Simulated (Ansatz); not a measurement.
Basis-set extrapolation for `FC1([SiH3])C=C1` (PBE0-D4/def2-TZVP geometry, frozen core, Ansatz 0.2.0). Multiplicity 1, RHF reference.

|  | def2-TZVPP | def2-QZVPP |
| --- | --- | --- |
| HF | -504.878128 | -504.896533 |
| MP2 correlation | -0.845301 | -0.909673 |
| CCSD(T) correlation | -0.916908 | not run |

Energies in hartree. Use E(X) = E(∞) + A·exp(−7.88·√X) for Hartree–Fock and E(X) = E(∞) + B·X^(−2.97) for correlation, with X = 3 and 4, and add CCSD(T) minus MP2 of the smaller set to the MP2 limit.

**Question.** What is the CCSD(T) energy at the basis-set limit?

**Answer.** HF limit: -504.896533 + (-0.018405) × 0.13774 = -504.89907. MP2 limit: -0.909673 + (-0.064372) × 0.74074 = -0.95736. Higher-order term: -0.916908 − (-0.845301) = -0.07161. Total: -505.92804 hartree, 83.5 kcal/mol below CCSD(T)/def2-TZVPP.
